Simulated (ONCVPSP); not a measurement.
## Plane-wave convergence, ONCV potential for zirconium (Zr)

Zr (Z = 40), optimised norm-conserving Vanderbilt (ONCV), made with ONCVPSP 4.0.1 (LDA (Perdew-Zunger), scalar-relativistic). Core [Ar] 3d10, reference 4s2 4p6 4d2 5s2. Waves: 4s+5s: rc 1.85 bohr, ncon 3, nbas 7, qcut 5.7 1/bohr, 2 projectors; 4p: rc 1.75 bohr, ncon 5, nbas 9, qcut 9.3 1/bohr, 2 projectors, debl 1.2 Ha; 4d: rc 3.05 bohr, ncon 4, nbas 9, qcut 4.6 1/bohr, 2 projectors, debl 3.8 Ha. Local part: polynomial inside 1.70 bohr (lpopt 3, dvloc0 4 Ha). Core correction: none.

**Question.** For each optimised wave give the share of its norm inside rc, the residual kinetic energy above qcut (Ha) and the cutoffs (Ha) for errors of 10, 1, 0.1 and 0.01 mHa per electron.

**Answer.**

| wave | norm inside rc | residual KE | 10 mHa | 1 mHa | 0.1 mHa | 0.01 mHa |
| --- | --- | --- | --- | --- | --- | --- |
| 4s | 0.924 | 1.8e-05 | 8.1 | 11.7 | 14.2 | 26.4 |
| 5s | 0.052 | 1.4e-05 | 3.4 | 10.7 | 13.9 | 17.5 |
| 4p | 0.798 | 2.2e-07 | 18.7 | 26.6 | 32.5 | 36.8 |
| p projector 2 | 0.049 | 3.7e-08 | 6.1 | 20.8 | 28.4 | 33.9 |
| 4d | 0.793 | 9.5e-06 | 6.5 | 8.1 | 9.3 | 11.6 |
| d projector 2 | 0.193 | 3.3e-03 | 9.5 | 19.2 | 41.1 | 51.5 |

The occupied waves need 27 Ha and 33 Ha for 1 and 0.1 mHa.
